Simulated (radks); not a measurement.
The numbers below are computed, except where a source is named.
Numerical settings for neutral samarium, [Xe] 4f6 6s2. Code: a radial shooting solver on a logarithmic mesh with Libxc functionals. Model: Dirac Kohn-Sham, PBE, spin-unpolarised, spherical densities, point nucleus; open shells fill j = l - 1/2 first. The defaults (mesh step 0.008 in ln r, mesh end at 40 bohr or more with all orbitals vanishing there, Anderson mixing 0.5 over 9 steps, residual threshold near 1e-9 with the energy settled to 1e-9 hartree or 1e-11 of itself, here a cap of 84 iterations) give E = -10434.5737 hartree and 4f5/2 at -2.563 eV in 15 iterations. Run on one thread of a shared host, so times are rough (Arm Neoverse V2): 0.15 s of CPU time, 0.15 s wall, 15 iterations on 2728 mesh points. Changes against that run (0 stands for a change within the tolerance of the run):

| setting | iterations | converged | E (mhartree) | e(4f5/2) (meV) | CPU (s) |
|---|---|---|---|---|---|
| mesh step in ln r 0.005 | 15 | yes | 0 | 0 | 0.24 |
| mesh step in ln r 0.05 | 15 | yes | -0.0725 | -0.0397 | 0.03 |
| mesh step in ln r 0.02 | 15 | yes | 0 | 0 | 0.07 |
| mesh end (bohr) 2 | 13 | level above zero | +2.43e+04 | +7.02e+04 | 0.11 |
| mesh end (bohr) 12 | 15 | yes | +0.529 | +45.3 | 0.15 |
| residual threshold 0.001 | 9 | yes | 0 | -1.48 | 0.11 |
| residual threshold 0.1 | 7 | yes | +0.0272 | +92.4 | 0.1 |
| mixing 0.01 | 31 | yes | 0 | 0 | 0.29 |
| linear mixing, mixing 0.2 | 84 | no | 0 | 0 | 0.57 |
| linear mixing, mixing 0.5 | 47 | yes | 0 | 0 | 0.36 |
| mixing history 20 | 21 | yes | 0 | 0 | 0.19 |
| iteration cap 8 | 8 | no | 0 | -1.48 | 0.09 |

Settled on a wrong energy, with an occupied level pushed above zero by the early mesh end: mesh end (bohr) 2 (+24.3 hartree). Apart from these: no run marked as converged misses the energy by more than 1 mhartree. A mesh that ends early acts as a hard wall.
